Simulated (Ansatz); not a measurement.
C2H4BClO, 9 atoms. Charge 0, multiplicity 1. The bonds changed during the relaxation, so this is another structure than the one it started from. All runs use 2 threads of an Arm Neoverse V2 on a shared host. Correlated methods freeze the cores.

Give the basis size and wall time and peak host memory of each of these runs in Ansatz. RHF-CCSD(T)/def2-TZVPP energy; RKS ωB97M-V/def2-SVP energy; RKS LC-ωPBE/def2-TZVPP energy; direct RPA on PBE orbitals/def2-TZVPP energy; RKS PBE0-D4/def2-TZVP frequencies; RHF-CCSD(T)/def2-SVP energy; RKS SPW92 (LDA)/def2-TZVPP energy; RKS PBE0-D4/def2-SVP energy; RKS r2SCAN0-D4/def2-TZVPP energy; RKS PBE0-D4/def2-TZVP relaxation (7 steps); RHF-MP2/def2-QZVPP energy; RKS PBE0-D4/def2-QZVPP energy. (Best estimate.)

The calculation gave: Other jobs shared the machine, so times are rough.

| level | job | functions | wall time | peak host memory (GiB) |
| --- | --- | --- | --- | --- |
| RKS PBE0-D4/def2-SVP | energy | 94 | 1.1 s | 0.18 |
| RKS SPW92 (LDA)/def2-TZVPP | energy | 222 | 1.4 s | 0.25 |
| RKS LC-ωPBE/def2-TZVPP | energy | 222 | 3 s | 0.35 |
| RKS ωB97M-V/def2-SVP | energy | 94 | 4.1 s | 0.26 |
| RHF-CCSD(T)/def2-SVP | energy | 94 | 4.4 s | 0.35 |
| RKS r2SCAN0-D4/def2-TZVPP | energy | 222 | 5.5 s | 0.49 |
| direct RPA on PBE orbitals/def2-TZVPP | energy | 222 | 6 s | 0.47 |
| RKS PBE0-D4/def2-QZVPP | energy | 418 | 8.5 s | 1.1 |
| RHF-MP2/def2-QZVPP | energy | 418 | 22 s | 2.2 |
| RKS PBE0-D4/def2-TZVP | relaxation (7 steps) | 185 | 30 s | 0.43 |
| RHF-CCSD(T)/def2-TZVPP | energy | 222 | 120 s | 3.6 |
| RKS PBE0-D4/def2-TZVP | frequencies | 185 | 2.5 min | 0.43 |

LC-ωPBE has ω = 0.4 bohr⁻¹.
